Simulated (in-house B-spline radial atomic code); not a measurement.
Configurations of Sc⁴⁺, with energies counted from [Ne] 3s2 3p5. Level of theory: Dirac-Hartree-Fock, average of configuration, Fermi nucleus of rms radius 3.5459 fm; calculated with a B-spline radial code for spherical atoms. Energies include first-order Breit, QED and recoil terms.

Occupations are held fixed; configurations that lie above the ionisation limit could autoionise.

```
   configuration  E - E(ref) (eV)  highest orbital  its <r> (bohr)
[Ne] 3s2 3p4 3d1           33.896            3d5/2           1.216
[Ne] 3s2 3p4 7d1            83.88            7d5/2           12.39
[Ne] 3s1 3p5 5f1           104.82            5f5/2           6.091
[Ne] 3s1 3p5 5g1            105.1            5g9/2           5.491
[Ne] 3s1 3p5 7g1           111.77            7g9/2           12.68
```

Problem. Order these further configurations by energy, lowest first.
A. [Ne] 3s1 3p5 5d1
B. [He] 2s2 2p5 3s2 3p6
C. [Ne] 3s1 3p6
D. [Ne] 3s2 3p4 6g1
E. [Ne] 3s2 3p4 4f1

Solution. C (28.05 eV), E (70.106 eV), D (82.292 eV), A (102.37 eV), B (376.77 eV).

Problem. How far above the reference does [Ne] 3s2 3p4 5d1 lie?

Solution. 75.439 eV; its least bound orbital is 5d5/2 with <r> = 5.688 bohr.
